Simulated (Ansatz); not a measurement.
Total energies of C$_{2}$H$_{7}$NSi (`C=C(N)[SiH3]`).

Cartesian coordinates in Å:
```
C -0.183 0.082 1.544
C 0.223 0.131 0.269
N 1.447 0.645 -0.131
Si -0.838 -0.653 -1.060
H -1.118 -0.391 1.812
H 0.411 0.497 2.355
H 1.485 1.048 -1.053
H 1.935 1.205 0.553
H -0.182 -1.863 -1.623
H -1.025 0.312 -2.182
H -2.156 -1.013 -0.483
```

The species carries charge 0 and has multiplicity 1. All single points use the PBE0-D4/def2-TZVP geometry. It is one conformer, not always the lowest. Basis def2-TZVPP, Ansatz 0.2.0.

RPA on PBE orbitals: Hartree–Fock energy of these orbitals -423.18154 Eh, correlation -1.14158 Eh (frozen core).

```csv
functional,energy without D4 (Eh),D4 term (kJ/mol)
revPBE,-424.60069,-65.8
BLYP,-424.63776,-45.6
B3LYP,-424.73290,-32.9
r2SCANh,-424.58499,-5.3
r2SCAN0,-424.57374,-5.8
HSE06 (plane-wave form),-424.40037,-15.9
BHLYP,-424.61848,-24.2
ωB97X-V,-424.61428,–
B2PLYP,-424.46116,–
PBE-QIDH,-424.30878,–
```

Task: Give the same for LDA (SPW92), PBE, r2SCAN, B97M-V, PBE0, CAM-B3LYP, LC-ωPBE, ωB97M-V. (Best estimate.)

Result: Computed: 
| functional | energy without D4 (Eh) | D4 term (kJ/mol) |
| --- | --- | --- |
| LDA (SPW92) | -422.32740 | – |
| PBE | -424.37125 | -20.5 |
| r2SCAN | -424.59312 | -5.0 |
| B97M-V | -424.61961 | – |
| PBE0 | -424.41491 | -17.2 |
| CAM-B3LYP | -424.63711 | -17.3 |
| LC-ωPBE | -424.52262 | – |
| ωB97M-V | -424.61007 | – |

B3LYP takes the VWN-RPA correlation (the form of Gaussian; ORCA's B3LYP/G). HSE06 is the plane-wave form, built on full-range PBE exchange. The double hybrids freeze the cores in their second-order part.

LC-ωPBE has ω = 0.4 bohr⁻¹.
